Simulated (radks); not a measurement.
Values are calculated unless marked as measured or tabulated.
Mn2+, 23 electrons, occupied as [Ar] 3d5 (the NIST ground configuration). Code: a radial shooting solver on a logarithmic mesh with Libxc functionals. Model: non-relativistic Kohn-Sham, LDA (Slater exchange, Perdew-Wang correlation), spin-polarised, spherical densities, point nucleus; open shells are filled with parallel spins first.

Radial electron density D(r) = 4 pi r^2 rho(r):

| r (bohr) | D(r) (e/bohr) | spin D(r) |
|---|---|---|
| 0.006598 | 4.136 | -0.000391 |
| 0.008591 | 6.348 | -0.000600 |
| 0.01119 | 9.459 | -0.000893 |
| 0.01457 | 13.56 | -0.00128 |
| 0.01897 | 18.48 | -0.00174 |
| 0.0247 | 23.64 | -0.00224 |
| 0.03216 | 27.87 | -0.00270 |
| 0.04188 | 29.79 | -0.00306 |
| 0.05453 | 28.58 | -0.00324 |
| 0.071 | 25.29 | -0.00265 |
| 0.09246 | 23.10 | 0.00237 |
| 0.1204 | 25.13 | 0.0258 |
| 0.1568 | 30.39 | 0.107 |
| 0.2041 | 32.85 | 0.328 |
| 0.2658 | 27.37 | 0.811 |
| 0.3461 | 17.33 | 1.66 |
| 0.4507 | 11.84 | 2.81 |
| 0.5868 | 13.35 | 3.88 |
| 0.7641 | 14.89 | 4.28 |
| 0.995 | 11.59 | 3.72 |
| 1.296 | 6.195 | 2.58 |
| 1.687 | 2.412 | 1.41 |
| 2.197 | 0.7315 | 0.576 |
| 2.86 | 0.1702 | 0.158 |
| 3.725 | 0.02577 | 0.0254 |
| 4.85 | 0.002003 | 0.00200 |

D(r) has 3 maxima, at r = 0.0432, 0.196, 0.734 bohr, and minima at 0.0947, 0.473 bohr, inside which lie 2.13, 10.65 electrons.
